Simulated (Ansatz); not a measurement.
Consider the ligand exchange at the Si–Br bond: `CC[Si](N)(O)Br` + HCl → `CC[Si](N)(O)Cl` + HBr.

Computed with Ansatz on PBE0-D4/def2-TZVP structures; ΔE is electronic, products minus reactants. CCSD(T)/CBS is the MP2 limit (def2-TZVPP, def2-QZVPP) plus CCSD(T) − MP2 in def2-TZVPP, frozen cores. This one scheme is used for every species. Functionals use def2-TZVPP. For Br outer-core shells are correlated without core-valence functions, which leaves a few kJ/mol of doubt a bond. Scalar relativity is left out up to krypton. One conformer a species, not always the lowest.

`CC[Si](N)(O)Br`:

Z-matrix (Å, degrees):
```
C
C 1 1.528
H 1 1.094 2 111.4
H 1 1.092 2 111.3 3 120.2
H 1 1.093 2 111.3 3 -119.6
Si 2 1.856 1 113.2 3 -60.3
H 2 1.095 1 110.6 3 178.5
H 2 1.095 1 110.8 3 60.9
O 6 1.638 2 105.3 1 -64.2
N 6 1.704 2 117.9 1 58.8
Br 6 2.239 2 108.4 1 176.2
H 9 0.959 6 116.2 2 175.7
H 10 1.007 6 121.8 2 -62.3
H 10 1.005 6 121.4 2 93.1
```

HCl:

```xyz
2

Cl    0.245   -0.550    0.215
H    -0.245    0.550   -0.215
```

`CC[Si](N)(O)Cl`:

Z-matrix (Å, degrees):
```
C
C 1 1.526
H 1 1.093 2 111.2
H 1 1.092 2 111.3 3 119.8
H 1 1.092 2 111.3 3 -120.0
Si 2 1.856 1 114.5 3 59.3
H 2 1.096 1 110.4 3 -178.3
H 2 1.096 1 110.6 3 -61.1
O 6 1.638 2 114.4 1 -59.1
N 6 1.695 2 110.1 1 -178.7
Cl 6 2.090 2 106.9 1 56.9
H 9 0.958 6 116.3 2 99.0
H 10 1.006 6 121.1 2 -43.1
H 10 1.007 6 120.3 2 168.2
```

HBr:

```xyz
2

Br   -0.190   -0.337   -0.596
H     0.190    0.337    0.596
```

Question: Is it downhill or uphill in electronic energy at CCSD(T)/CBS, and by how much? (Estimate.)

Answer: The calculation gave: Downhill: ΔE = -4.1 kJ/mol.

Question: What do these levels give: ωB97M-V, r2SCAN, PBE0, SCS-MP2/def2-TZVPP, MP2/CBS(def2), CCSD/CBS(def2)? (An estimate is asked.)

Answer: Ansatz gave: ωB97M-V -7.3, r2SCAN -8.3, PBE0 -6.7, SCS-MP2/def2-TZVPP -5.2, MP2/CBS(def2) -2.4, CCSD/CBS(def2) -4.3 kJ/mol.

Largest T1 diagnostic among the species: 0.010.
